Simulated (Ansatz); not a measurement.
The cluster Cd2Se, relaxed as a singlet with RKS PBE-D4/def2-TZVP in Ansatz, starting from the GFN1-xTB geometry. Force threshold 0.02 eV/Å.

In the def2 sets Cd takes a core potential; there is no spin–orbit coupling. The structure comes from a short search, and lower isomers may exist.

Start:

```xyz
3

Cd    1.195    0.204   -1.939
Cd   -1.875   -0.652    1.134
Se    0.680    0.448    0.804
```

**Question.** Estimate the energy that the relaxation releases and the steps that it takes.

**Answer.** 13.9 kcal/mol, in 8 steps; 7.5 s on 4 threads of Arm Neoverse V2 on a shared host. The force fell under the threshold at step 7, but the optimiser went on. No frequencies were taken in this run, so the end may be a saddle point.

**Question.** Does the start keep its bonding and symmetry?

**Answer.** By distances, no bond broke or formed. The bond that changes most is Cd1–Se3, from 2.80 to 2.53 Å (atoms count from 1). The end is the same structure that another start reached, the lowest one found. Point group C2v at the start, D∞h at the end, both within 0.05 Å.

**Question.** Predict the relaxed structure.

**Answer.** 
Cartesian coordinates in Å:
```
Cd 1.7533 0.4892 -1.7551
Cd -1.7535 -0.4893 1.7548
Se 0.0002 0.0001 0.0003
```
Bond lengths (bridged metal pairs left out): 2 × Cd–Se 2.53 Å.
